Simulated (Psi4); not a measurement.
hydrogen chloride (HCl), singlet, geometry from GFN2-xTB; Psi4 with MP4/STO-3G.

The Psi4 input:
```
memory 2 GB

molecule {
0 1
  Cl   -0.00000000   -0.00000000   -0.07094563
  H     0.00000000    0.00000000    1.20607566
}

set basis sto-3g

energy('mp4')
print_variables()
```

It wrote (shortened):

```
   => Loading Basis Set <=

    Name: STO-3G
    Role: ORBITAL
    Keyword: BASIS

         ---------------------------------------------------------
                                   SCF
               by Justin Turney, Rob Parrish, Andy Simmonett
                          and Daniel G. A. Smith
                              RHF Reference
         ---------------------------------------------------------

  ==> Geometry <==

    Molecular point group: c2v
    Full point group: C_inf_v

    Geometry (in Angstrom), charge = 0, multiplicity = 1:

       Center              X                  Y                   Z               Mass
    ------------   -----------------  -----------------  -----------------  -----------------
         CL           0.000000000000     0.000000000000    -0.035773565113    34.968852682000
         H            0.000000000000     0.000000000000     1.241247724887     1.007825032230

  Running in c2v symmetry.

  Rotational constants: A = ************  B =     10.55249  C =     10.55249 [cm^-1]
  Rotational constants: A = ************  B = 316355.54790  C = 316355.54790 [MHz]
  Nuclear repulsion =    7.044528272030610

  Charge       = 0
  Multiplicity = 1
  Electrons    = 18
  Nalpha       = 9
  Nbeta        = 9

  ==> Algorithm <==

  SCF Algorithm Type is PK.
  DIIS enabled.
  MOM disabled.
  Fractional occupation disabled.
  Guess Type is SAD.
  Energy threshold   = 1.00e-08
  Density threshold  = 1.00e-08
  Integral threshold = 1.00e-12

  ==> Primary Basis <==

  Basis Set: STO-3G
    Blend: STO-3G
    Number of shells: 6
    Number of basis functions: 10
    Number of Cartesian functions: 10
    Spherical Harmonics?: true
    Max angular momentum: 1

  ==> Integral Setup <==

  Using in-core PK algorithm.
   Calculation information:
      Number of atoms:                   2
      Number of AO shells:               6
      Number of primitives:             18
      Number of atomic orbitals:        10
      Number of basis functions:        10

      Integral cutoff                 1.00e-12
      Number of threads:                 1

  Performing in-core PK
  Using 3080 doubles for integral storage.
  We computed 231 shell quartets total.
  Whereas there are 231 unique shell quartets.

  ==> DiskJK: Disk-Based J/K Matrices <==

    J tasked:                  Yes
    K tasked:                  Yes
    wK tasked:                  No
    Schwarz Cutoff:          1E-12

  Minimum eigenvalue in the overlap matrix is 3.5854086359E-01.
  Reciprocal condition number of the overlap matrix is 2.1196320766E-01.
    Using symmetric orthogonalization.

  ==> Pre-Iterations <==

  SCF Guess: Superposition of Atomic Densities via on-the-fly atomic UHF (no occupation information).

   -------------------------
    Irrep   Nso     Nmo
   -------------------------
     A1         6       6
     A2         0       0
     B1         2       2
     B2         2       2
   -------------------------
    Total      10      10
   -------------------------

  ==> Iterations <==

                        Total Energy        Delta E     RMS |[F,P]|

   @RHF iter SAD:  -454.83352005025478   -4.54834e+02   0.00000e+00
   @RHF iter   1:  -455.11050075087007   -2.76981e-01   2.18150e-02 ADIIS/DIIS
   @RHF iter   2:  -455.13469846193243   -2.41977e-02   2.29650e-03 ADIIS/DIIS
   @RHF iter   3:  -455.13495905573484   -2.60594e-04   1.02851e-04 ADIIS/DIIS
   @RHF iter   4:  -455.13495938222320   -3.26488e-07   1.30294e-05 DIIS
   @RHF iter   5:  -455.13495938910046   -6.87726e-09   5.59904e-07 DIIS
   @RHF iter   6:  -455.13495938911558   -1.51203e-11   1.10735e-08 DIIS
   @RHF iter   7:  -455.13495938911558    0.00000e+00   2.61748e-10 DIIS
  Energy and wave function converged.

  ==> Post-Iterations <==

    Orbital Energies [Eh]
    ---------------------

    Doubly Occupied:

[...]
    Virtual:

       6A1     0.402564

    Final Occupation by Irrep:
             A1    A2    B1    B2
    DOCC [     5,    0,    2,    2 ]
    NA   [     5,    0,    2,    2 ]
    NB   [     5,    0,    2,    2 ]

  @RHF Final Energy:  -455.13495938911558

   => Energetics <=

    Nuclear Repulsion Energy =              7.0445282720306102
    One-Electron Energy =                -644.1353754112492425
    Two-Electron Energy =                 181.9558877501030736
    Total Energy =                       -455.1349593891155791

Computation Completed

Properties will be evaluated at   0.000000,   0.000000,   0.000000 [a0]

Properties computed using the SCF density matrix

 Multipole Moments:

 ------------------------------------------------------------------------------------
     Multipole            Electronic (a.u.)      Nuclear  (a.u.)        Total (a.u.)
 ------------------------------------------------------------------------------------

 L = 1.  Multiply by 2.5417464519 to convert [e a0] to [Debye]
 Dipole X            :          0.0000000            0.0000000            0.0000000
 Dipole Y            :          0.0000000            0.0000000            0.0000000
 Dipole Z            :         -0.5134231            1.1963802            0.6829570
 Magnitude           :                                                    0.6829570

 ------------------------------------------------------------------------------------

 MINTS: Wrapper to libmints.
   by Justin Turney

   Calculation information:
      Number of threads:                 1
      Number of atoms:                   2
      Number of AO shells:               6
      Number of SO shells:               6
      Number of primitives:             18
      Number of atomic orbitals:        10
      Number of basis functions:        10

      Number of irreps:                  4
      Integral cutoff                 1.00e-12
      Number of functions per irrep: [   6    0    2    2 ]

 OEINTS: Overlap, kinetic, potential, dipole, and quadrupole integrals
         stored in file 35.

      Computed 406 non-zero two-electron integrals.
        Stored in file 33.

        ==> Transform all two-electron integrals <==

	Presorting SO-basis two-electron integrals.
	Sorting File: SO Ints (nn|nn) nbuckets = 1
	Constructing frozen core operators
	Starting first half-transformation.
	Sorting half-transformed integrals.
	First half integral transformation complete.
	Starting second half-transformation.
	Two-electron integral transformation complete.

Traceback (most recent call last):
  File "psi4", line 375, in <module>
  File "<string>", line 22, in <module>
  File "site-packages/psi4/driver/driver.py", line 533, in energy
  File "site-packages/psi4/driver/procrouting/proc.py", line 1143, in select_mp4
  File "site-packages/psi4/driver/procrouting/proc.py", line 5712, in run_fnocc

RuntimeError:
Fatal Error: ndocc must be less than nvirt
The most recent 5 function calls were:

psi::PsiException::PsiException(std::__cxx11::basic_string<char, std::char_traits<char>, std::allocator<char> >, char const*, int)

Printing out the relevant lines from the Psithon --> Python processed input file:
      Cl   -0.00000000   -0.00000000   -0.07094563
      H     0.00000000    0.00000000    1.20607566
    """)
    core.IO.set_default_namespace("")
    core.set_global_option("BASIS", "sto-3g")
--> energy('mp4')
    print_variables()

!----------------------------------------------------------------------------------!
!                                                                                  !
! Fatal Error: ndocc must be less than nvirt                                       !
! The most recent 5 function calls were:                                           !
! psi::PsiException::PsiException(std::__cxx11::basic_string<char,                 !
!     std::char_traits<char>, std::allocator<char> >, char const*, int)            !
!                                                                                  !
!----------------------------------------------------------------------------------!
```

The program stopped with an error.
